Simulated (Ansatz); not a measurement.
`C[SiH2]BS` + `O[SiH2]F` → `F[SiH2]OBS` + `C[SiH3]`  (cleavage of the B–Si bond)

Calculated with Ansatz (gas phase, PBE0-D4/def2-TZVP geometries, no zero-point term in ΔE). CCSD(T)/CBS adds triple-zeta CCSD(T) − MP2 to the extrapolated MP2 energy (def2 sets, frozen cores). This one scheme is used for every species. DFT in def2-TZVPP. Each species was taken in one conformer, which may not be the lowest.

`C[SiH2]BS`:

Z-matrix (Å, degrees):
```
C
Si 1 1.879
H 1 1.092 2 110.9
H 1 1.092 2 110.8 3 120.1
H 1 1.092 2 110.6 3 -119.9
B 2 2.007 1 112.3 3 60.8
H 2 1.495 1 109.7 3 -61.5
H 2 1.494 1 109.3 3 -178.5
S 6 1.763 2 123.7 1 -125.7
H 6 1.196 2 123.1 1 54.3
H 9 1.347 6 99.9 2 0.3
```

`O[SiH2]F`:

Cartesian coordinates in Å:
```
O 0.562 -1.118 -0.233
Si -0.004 0.394 -0.010
F -0.297 0.671 1.535
H -0.036 -1.859 -0.133
H 1.067 1.307 -0.447
H -1.291 0.605 -0.713
```

`F[SiH2]OBS`:

```xyz
9

F    -1.770   -0.055   -0.812
Si   -0.717    1.111   -0.520
O     0.606    0.504    0.199
B     1.241   -0.591    0.678
S     0.586   -2.267    0.651
H    -0.325    1.697   -1.816
H    -1.355    2.073    0.399
H     2.326   -0.466    1.164
H    -0.592   -2.005    0.058
```

`C[SiH3]`:

```xyz
8

C     0.657   -0.573   -0.463
Si   -0.588    0.513    0.414
H     1.409   -0.945    0.237
H     1.172   -0.016   -1.249
H     0.166   -1.433   -0.923
H    -1.286   -0.248    1.486
H    -1.612    1.016   -0.541
H     0.083    1.686    1.038
```

| level | ΔE (eV) |
| --- | --- |
| PBE | -1.18 |
| SCS-MP2/def2-TZVPP | -1.38 |
| MP2/def2-QZVPP | -1.34 |
| SCS-MP2/def2-QZVPP | -1.37 |

Q: What does CCSD(T)/CBS give? (An estimate is asked.)

A: Ansatz gave: -1.29 eV. The listed levels differ from it by 0.11, -0.09, -0.05, -0.08 eV.

Largest T1 diagnostic among the species: 0.014.

From PBE to PBE0 (25 % exact exchange), in def2-TZVPP and without D4, ΔE moves by −0.05 eV. In def2-TZVPP, CCSD(T) changes the Hartree–Fock value by +0.25 eV (the triples alone add +0.03 eV) and MP2 by +0.21 eV.
